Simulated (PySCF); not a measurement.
Atoms are numbered as in `[CH3:1][C:2](=[O:3])[O:4][Si@H:5]([SiH3:6])[SiH2:7][SiH3:8]`. Hydrogens are named by the atom that carries them. Ha(Si7) is pro-R; Hb(Si7) is pro-S.

Geometry: PBE0-D3(BJ)/def2-SVP; GIAO absolute shieldings from PySCF 2.14, gas phase, non-relativistic, averaged over equivalent atoms.

At PBE0/pcSseg-1 (224 basis functions, 37 s wall time on 1 thread of an Intel Xeon 6975P-C, shared host):
| atoms | σ (ppm) |
| --- | --- |
| C2 | 2.9 |
| C1 | 162.2 |
| O3 | -138.7 |
| O4 | 120.1 |
| Si5 | 356.5 |
| Si6 | 446.4 |
| Si7 | 455.9 |
| Si8 | 457.5 |
| H(Si5) | 26.07 |
| Ha(Si7) | 27.52 |
| H(Si6) | 27.55 |
| H(Si8) | 27.76 |
| Hb(Si7) | 27.83 |
| H(C1) | 29.15 |

Predict the values at HF/pcSseg-1 on the same geometry.

## Answers


```
  atoms  σ at HF/pcSseg-1  change
     C2               4.6    +1.7
     C1             168.2    +6.0
     O3            -105.2   +33.5
     O4             163.8   +43.7
    Si5             396.5   +40.0
    Si6             476.9   +30.5
    Si7             485.5   +29.6
    Si8             485.1   +27.6
 H(Si5)             26.96   +0.89
Ha(Si7)             28.23   +0.71
 H(Si6)             28.20   +0.65
 H(Si8)             28.39   +0.63
Hb(Si7)             28.62   +0.79
  H(C1)             29.53   +0.38
```

The largest change is at O4 (oxygen bonded to C, Si). Cost: 224 basis functions, 19 s wall time on 1 thread of an Intel Xeon 6975P-C, shared host.
